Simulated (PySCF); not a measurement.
BH3N, charge -1, multiplicity 1. Atoms are numbered in the order given.

```xyz
5

B     -0.0261    -0.6662     0.0000
N      0.1520     0.6911     0.0000
H      0.9435    -1.4330     0.0000
H     -1.1289    -1.2462     0.0000
H     -0.7482     1.1722     0.0000
```
Charge -1, spin multiplicity 1.

Geometry optimised at PBE0-D3(BJ)/def2-TZVPD. The multiplicity is an assumed one; other spin states were not compared. The isomer is the one that the SMILES or the coordinates give; other isomers of the formula were not compared.

Level of theory: PySCF with PBE0/pcSseg-2.

GIAO shieldings, no solvent; atoms listed in one row are averaged. δ = σ(ref) − σ: ¹¹B against BF3 (σ = 88.8 ppm); ¹⁵N against NH3 (σ = 263.3 ppm); ¹H against TMS (σ = 31.54 ppm), references at their B3LYP-D3(BJ)/def2-TZVP geometries, non-relativistic.

```csv
nucleus,atoms,count,δ (ppm)
¹¹B,B1,1,18.5
¹⁵N,N2,1,260.3
¹H,H5,1,6.07
¹H,H4,1,5.90
¹H,H3,1,5.17
```
